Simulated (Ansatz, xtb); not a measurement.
## Ranking isomers of FGeH6NSi

8 gas-phase structures of FGeH6NSi, found in a search over its isomers (lower ones may exist). Each was relaxed with GFN2-xTB; where two conformers were screened, the lower at r2SCAN-D4/def2-SVP is listed:

A. a singlet given by its coordinates
B. `N[Si@H](F)[GeH3]`, a singlet
C. `F[SiH2][NH][GeH3]`, a singlet
D. a singlet given by its coordinates
E. `N[SiH2][GeH2][F]`, a singlet
F. `[F][GeH2][NH][SiH3]`, a singlet
G. `[NH2][Ge@H]([F])[SiH3]`, a singlet
H. `[NH2][GeH2][SiH2]F`, a singlet

D (Å):

```xyz
10

F    -0.0735   -2.6625    0.9607
Ge   -1.1591    1.1203   -1.8327
N    -0.5405   -0.9909   -1.0712
Si   -0.5422   -1.1384    0.6807
H     0.5138   -0.3107    1.2180
H    -1.9083   -1.0705    1.1494
H    -1.1868   -1.6163   -1.5363
H     0.3700   -1.1258   -1.4925
H    -0.1309    1.6750   -0.7083
H    -2.2816    1.0740   -0.6615
```

Close contacts (Å): F1–Si4 1.62, Ge2–N3 2.33, N3–Si4 1.76, Ge2–H9 1.62, Ge2–H10 1.62, N3–H7 1.01, N3–H8 1.01, Si4–H5 1.45, Si4–H6 1.45.

A (Å):

```xyz
10

F    -1.4614   -2.9049    0.5462
Ge   -3.8798    0.2664    1.5693
N    -1.7256   -0.3072    0.7530
Si   -0.9644   -1.7083    1.4876
H    -1.4396   -1.9211    2.8317
H     0.4794   -1.6425    1.2838
H    -1.8451   -0.3897   -0.2486
H    -1.2693    0.5713    0.9484
H    -3.9790   -1.2454    2.1384
H    -3.0468    0.6271    2.9248
```

Close contacts (Å): F1–Si4 1.60, Ge2–N3 2.37, N3–Si4 1.76, Ge2–H9 1.62, Ge2–H10 1.63, N3–H7 1.01, N3–H8 1.01, Si4–H5 1.44, Si4–H6 1.46.

Estimate their order in r2SCAN-D4/def2-SVP energy at these geometries, lowest first.

Calculated order at r2SCAN-D4/def2-SVP: B (0.0), C (0.4), F (12.9), H (16.7), D (16.8), E (19.3), A (21.2), G (21.7) kcal/mol. Less than 1 kcal/mol parts B and C; H and D; A and G, so the order within those pairs means little. CCSD(T)/def2-SVP + ΔMP2/def2-TZVPP after further relaxation puts C lowest instead.

Energies above the lowest of each column, in kcal/mol; the last columns are at B3LYP-D3(BJ)/def2-SVP geometries and were run for some of them only (a dash: not run or not comparable):

```tsv
structure	GFN2-xTB	HF/STO-3G	r2SCAN-D4/def2-SVP	B3LYP-D3(BJ)/def2-SVP	CCSD(T)/def2-SVP + ΔMP2/def2-TZVPP
B	6.7	3.9	0.0	0.3	1.7
C	0.0	0.0	0.4	0.0	0.0
F	8.3	8.4	12.9	15.3	18.4
H	13.4	12.4	16.7	18.3	–
D	8.2	59.8	16.8	–	–
E	12.8	24.1	19.3	–	–
A	9.5	64.2	21.2	–	–
G	18.6	19.2	21.7	–	–
```

CCSD(T)/def2-SVP + ΔMP2/def2-TZVPP puts C lowest of those it was run on; r2SCAN-D4/def2-SVP picks B. CCSD(T)/def2-SVP + ΔMP2/def2-TZVPP orders those it was run on as C (0.0), B (1.7), F (18.4) kcal/mol. Flexible structures stand in one conformer each, not always the lowest. Frequencies (B3LYP-D3(BJ)/def2-SVP) were run for B, C, F alone. The ΔMP2 step shifts differences by up to 4.8 kcal/mol, which makes them less sure. ΔMP2 is the change of the MP2 energy from the smaller to the larger basis.

Over these structures GFN2-xTB departs from r2SCAN-D4/def2-SVP by 3.9 kcal/mol on average once a common shift is removed. A GFN2-xTB relaxation took about 0.068 s and the r2SCAN-D4/def2-SVP energy about 2.4 s on a shared host (Ansatz 0.2.0, xtb 6.7.1).
